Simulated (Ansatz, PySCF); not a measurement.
Pulling on the C3–H4 bond in CH4Be (SMILES [BeH][CH3]) (multiplicity 1 held, fragments rigid). Energies count from the point at 1.095 Å.
Geometry at that point (charge 0, multiplicity 1):
| atom | x (Å) | y (Å) | z (Å) |
|---|---|---|---|
| Be | -0.9385 | -0.4948 | -0.1342 |
| H | -2.1072 | -1.1109 | -0.3012 |
| C | 0.5312 | 0.2800 | 0.0759 |
| H | 1.0155 | -0.0062 | 1.0158 |
| H | 0.4218 | 1.3697 | 0.0949 |
| H | 1.2371 | 0.0463 | -0.7283 |

U- levels take the lowest unrestricted solution at each point, which mixes spins at long bonds. Curves can end on different states.

Rows in 3-21G, 6-31G* carry no dispersion term and start afresh at each structure (6-31G* with six Cartesian d functions). MP2/6-31G* freezes PySCF's default core, which is smaller on s-block atoms.

The values were computed with Ansatz (Gaussian orbitals); PySCF for 3-21G rows, 6-31G* rows. Each number belongs to the level named beside it.

Task: One of these levels gives 192.52 kcal/mol for the energy at R = 3.505 Å. Name it.
A. R-MP2/6-31G*
B. U-wB97X-V/cc-pVTZ
C. R-HF/3-21G
D. U-HF/cc-pVTZ

Result: C, R-HF/3-21G. The others give 85.90 (U-HF/cc-pVTZ), 112.71 (U-wB97X-V/cc-pVTZ), 143.52 (R-MP2/6-31G*)

Doubts at one or more of the structures used: a restricted determinant that unrestricted orbitals would lower (R-HF/3-21G, R-MP2/6-31G*); a spin-contaminated determinant (U-HF/cc-pVTZ, U-wB97X-V/cc-pVTZ).

Ansatz is a quantum-chemistry and plane-wave program.
